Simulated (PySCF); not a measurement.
# Radial density of Mg⁺ (magnesium, charge +1)

B97-3, [Ne] 3d1, 2D determinant (an excited configuration). Computed with PySCF 2.14 in dyall-av2z (14s10p4d, 64 functions), with no relativity, point nucleus.

```
r (bohr)  4πr²ρ (e/bohr)  4πr²(ρα − ρβ)
 0.00184         0.04455         0.0000
 0.00310          0.1226         0.0000
 0.00521          0.3290         0.0000
 0.00877          0.8558         0.0000
  0.0147           2.096         0.0000
  0.0248           4.667         0.0000
  0.0417           8.820         0.0000
  0.0702           12.78         0.0000
   0.118           12.24         0.0000
   0.199           7.962         0.0001
   0.334           8.901         0.0004
   0.562           10.82         0.0012
   0.945           5.022         0.0053
    1.59          0.6332         0.0318
    2.67          0.1394         0.1320
    4.50          0.2186         0.2186
    7.56         0.06792         0.0679
    12.7       2.076e-05         0.0000
```

The outer electron is Rydberg-like, and this basis confines it to a smaller radius and binds it less than a complete one would.
